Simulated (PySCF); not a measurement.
Coordinates in bohr (charge 0 multiplicity 1):
```
Cd    0.0000    0.0000    0.0000
H     3.1795    0.0000    0.0000
H    -3.1795    0.0000    0.0000
```

Computed with PBE in PySCF with Cd def2-TZVP with ECP28, H def2-TZVP; scalar-relativistic core potentials, no spin–orbit coupling; density-fitted integrals.

This geometry of CdH₂ is a stationary point at this level.

Problem. What is the point group?

Solution. D∞h.

Problem. Is it a minimum?

Solution. Yes: all harmonic wavenumbers are real.

Problem. Which band is strongest in the infrared?

Solution. 1765 cm⁻¹ (σu+), 381 km/mol.

Problem. Give the ideal-gas entropy at 298.15 K and 1 bar by parts.

Solution. translation 168.1, rotation 37.9, vibration 3.3, spin 0.0; total 209.3 J/(mol K).

Problem. What is the atomisation energy, with and without zero-point energy?

Solution. 368 kJ/mol without, 339 kJ/mol with.
